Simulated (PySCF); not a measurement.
# Name the molecule from its bond curve

A diatomic of charge 0 contains Tl. Its doublet curve at ROHF-CCSD in a double-zeta basis (scalar-relativistic core potentials, PySCF), in eV from the separated fragments:

(R (Å), E (eV)): (2.748, -0.041), (2.870, -0.133), (2.961, -0.172), (3.053, -0.192), (3.145, -0.199), (3.267, -0.196), (3.419, -0.181), (3.603, -0.157)

The fit gives ωe = 106 cm⁻¹ and the rotational constant Bₑ = 0.07793 cm⁻¹.

Task: Which atom is the partner?

Result: The minimum lies at 3.174 Å, so the reduced mass is 16.8576 u Å² cm⁻¹/(Bₑ·Re²) = 21.47 u. With Tl at 204.97 u the partner weighs about 24.0 u: Mg. The molecule is MgTl.

Correlated steps freeze 5 core orbitals. These are scalar-relativistic numbers at best; spin–orbit coupling would shift them, the dissociation energy most. The state was picked by a PBE0 search and need not be the measured ground state.
